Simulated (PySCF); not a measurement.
C7H13N3.
Geometry (GFN2-xTB, Å), atoms numbered from 1 in this order:
```xyz
23
C7H13N3 angstrom
C     -1.8734    0.7127    1.2917
C     -1.9044   -0.1184    0.0150
C     -0.5911   -0.0158   -0.7686
C     -0.6742   -0.7616   -2.0994
N      0.4817   -0.5777    0.0182
N      0.4363   -1.8444    0.4215
N      1.4942   -2.1066    1.0892
C      2.2659   -1.0065    1.1384
C      1.6288    0.0048    0.4483
C      2.0115    1.4127    0.1844
H     -1.7106    1.7650    1.0639
H     -2.8157    0.6200    1.8245
H     -1.0783    0.3724    1.9514
H     -2.7195    0.2212   -0.6261
H     -2.0714   -1.1674    0.2631
H     -0.3508    1.0384   -0.9462
H     -1.4730   -0.3507   -2.7107
H      0.2640   -0.6760   -2.6441
H     -0.8717   -1.8139   -1.9124
H      3.2064   -0.9984    1.6492
H      1.2844    2.1008    0.6168
H      2.9829    1.6110    0.6294
H      2.0732    1.6055   -0.8871
```

Probes without a nucleus sit at each ring's centroid and 1 Å off its mean plane on both sides; NICS is minus the shielding there, NICSzz its component along the normal. Level: GIAO PBE0/pcSseg-1 (PySCF, non-relativistic, gas phase) on the GFN2-xTB geometry, one conformer.

Ring bond lengths (Å), with Mayer bond orders in brackets: N5–N6 1.330 (1.17), N6–N7 1.278 (1.47), N7–C8 1.345 (1.38), C8–C9 1.380 (1.44), C9–N5 1.357 (1.09).

**Question.** What do the NICS probes read (ppm)?

**Answer.** 
```json
{"ring": "N5–N6–N7–C8–C9", "type": "5-membered ring with 3 N; formal bonds all aromatic", "NICS(0)": "-11.9", "NICS(1), two faces": "-12.7 / -12.5", "NICS(1)zz, two faces": "-31.6 / -31.6", "rms pucker (Å)": "0.00", "centre to ring atoms, mean (Å)": "1.14"}
```

**Question.** What can be read from them?

**Answer.** 
- N5–N6–N7–C8–C9: mean NICS(1)zz -31.6 ppm, shielded. For a flat ring without four-coordinate atoms the NICS criterion counts such a value as aromatic.

**Question.** And the bond-length index? HOMA takes Krygowski's 1993 parameters.

**Answer.** 
- N5–N6–N7–C8–C9: HOMA 0.95; the largest term is that of N6–N7, α(R − Ropt)² = 0.12. The geometric and the magnetic index point the same way.

**Question.** At the second NICS(1) probe listed for ring N5–N6–N7–C8–C9, 1 Å off the ring, what do the in-plane components average?

**Answer.** The isotropic value is a third of the trace: (3 × -12.5 − (-31.6))/2 = -2.9 ppm.

On one thread, Arm Neoverse V1 (aarch64), on a shared host, this took 62 s of wall time (with the writing of density and orbital grids) and 1.1 GiB of memory at its peak. This is the whole shielding run at PBE0/pcSseg-1, SCF included.
